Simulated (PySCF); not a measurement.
**Correlation energy of Zn (zinc, neutral)**

[Ar] 3d10 4s2, closed-shell 1S. Computed with PySCF 2.14 in aug-cc-pwCVDZ-PP with ECP10MDF (6s6p5d3f, 70 functions), with scalar relativity through the core potential. Frozen: 3s2 3p6; 12 electrons correlated.

```csv
level,correlation energy (mhartree)
CCSD,-477.72
(T),-16.51
CCSD(T),-494.23
```

Diagnostics: T1 = 0.019, D1 = 0.0542, largest double amplitude 0.067.

Cost of the coupled-cluster step: roughly 4 core-seconds, for 12 correlated electrons.
